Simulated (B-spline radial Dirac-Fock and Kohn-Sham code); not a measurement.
**Dipole and non-dipole photoemission parameters of Au³⁺ 4f7/2**

System: gold as Au³⁺, [Xe] 4f14 5d8; threshold 132.0 eV (orbital energy of the model). The computed values come from a B-spline atomic structure program: Dirac-Hartree-Slater photoionisation with a Latter tail; cross sections with all multipoles, angular parameters from the dipole term and its interference with E2.

Input file task.json (cfg lists n, l and occupation; rrms is the nuclear radius in fm):

```json
{"items": [{
  "Z": 79,
  "q": 3,
  "cfg": [[1, 0, 2], [2, 0, 2], [2, 1, 6], [3, 0, 2], [3, 1, 6], [3, 2, 10], [4, 0, 2], [4, 1, 6], [4, 2, 10], [4, 3, 14], [5, 0, 2], [5, 1, 6], [5, 2, 8]],
  "A": 197,
  "rrms": 5.4371,
  "do": "xps",
  "hv": [51.3, 60, 74.3, 100, 111.0, 122.0, 126.0, 200, 202.0, 227.0, 291.0, 300, 400, 475.0, 511.0, 600, 724.0, 885.0, 1310.0, 1510.0, 2770.0, 3090.0, 4170.0, 4220.0, 7520.0, 8000.0, 9251.7, 11300.0, 13600.0, 15000]
}]}
```

Run with: `python xray2_run.py task.json out`

| hν (eV) | σ (kb) | β | γ | δ |
| --- | --- | --- | --- | --- |
| 200 | 1900 | 0.474 | 0.002 | 0.008 |
| 202 | 1960 | 0.454 | 0.001 | 0.008 |
| 227 | 2500 | 0.310 | -0.003 | 0.010 |
| 291 | 3120 | 0.296 | -0.006 | 0.014 |
| 300 | 3130 | 0.307 | -0.006 | 0.015 |
| 400 | 2620 | 0.461 | -0.007 | 0.021 |
| 475 | 2090 | 0.570 | -0.004 | 0.026 |
| 511 | 1860 | 0.616 | -0.002 | 0.028 |
| 600 | 1380 | 0.711 | 0.006 | 0.033 |
| 724 | 925 | 0.813 | 0.023 | 0.040 |
| 885 | ? | ? | ? | ? |
| 1310 | 192 | 1.020 | 0.168 | 0.072 |
| 1510 | 125 | 1.042 | 0.229 | 0.083 |
| 2770 | 16.6 | 1.027 | 0.605 | 0.142 |
| 3090 | 11.3 | 1.009 | 0.687 | 0.157 |
| 4170 | 3.71 | 0.941 | 0.919 | 0.206 |
| 4220 | 3.55 | 0.938 | 0.929 | 0.208 |
| 7520 | 0.359 | 0.769 | 1.367 | 0.352 |
| 8000 | 0.278 | 0.750 | 1.412 | 0.372 |
| 9251.7 | 0.151 | 0.705 | 1.513 | 0.423 |
| 11300 | 0.0643 | 0.645 | 1.641 | 0.504 |
| 13600 | 0.0287 | 0.590 | 1.745 | 0.589 |
| 15000 | 0.0186 | 0.561 | 1.794 | 0.638 |

**Question.** Give the values at 885 eV.

**Answer.** σ = 568 kb, β = 0.903, γ = 0.054, δ = 0.050.
